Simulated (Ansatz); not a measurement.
Which is lower?

Two relaxed structures of SnNH4, doublet (PBE0-D4/def2-TZVP; forces vanish, vibrations not checked).

A:

```csv
atom,x (Å),y (Å),z (Å)
N1,-0.0546,-1.5271,0.4688
Sn2,-0.1585,0.4116,-0.2373
H3,0.7949,-1.6057,1.0414
H4,-1.5864,0.5027,-1.1573
H5,1.2159,0.7277,-1.2030
H6,-0.2113,1.4908,1.0874
```

B:

```
6
angstrom
N 0.2173 -1.4086 0.7112
Sn -0.1165 0.3104 -0.3301
H 0.6629 -2.1514 0.1883
H -0.5920 -1.7942 1.1803
H 1.4607 0.7940 -0.8448
H -0.7038 1.4103 0.8664
```

Computed with Ansatz 0.2.0 (basis: def2-TZVPP); correlated methods freeze the cores; orbitals are unrestricted. Filled d shells of the heavier atoms are correlated. Core potentials replace the inner electrons of the atoms past krypton. The def2 sets are not built for correlating such inner shells, so the correlated values are less sure here. B3LYP uses VWN-RPA correlation.

(1) Which structure is lower at CCSD(T), and by how much? (An estimate is asked for; the value comes from the calculation.)

T1 diagnostic: at most 0.018. ⟨S²⟩ of the unrestricted Hartree–Fock references: 0.76 (a pure state has 0.75).

Answers

(1) By the calculation: B, by 35.70 kcal/mol (electronic energy, against the other). By their contacts, A is SnNH₄ ([NH][SnH3]) and B is SnNH₄ ([NH2][SnH2]).

All methods give the same order:

```csv
method,E(B) − E(A) (kcal/mol)
PBE-D4,-40.33
r2SCAN-D4,-37.16
PBE0-D4,-37.91
B3LYP-D4,-37.73
wB97M-V,-38.29
HF,-24.69
MP2,-41.18
CCSD,-34.58
CCSD(T),-35.70
```

Labels in which every atom is bracketed show which atoms are joined, not bond orders.

For scale, one of the runs: CCSD(T)/def2-TZVPP, 137 basis functions, launched by `ansatz run in.yaml --threads 2 --pin off --events-out ev --progress --plain --max-ram 4352MiB`. Time: 76 s of wall clock on 2 CPU threads of an Arm Neoverse V2; the host was shared. Peak host memory: 2 GiB.
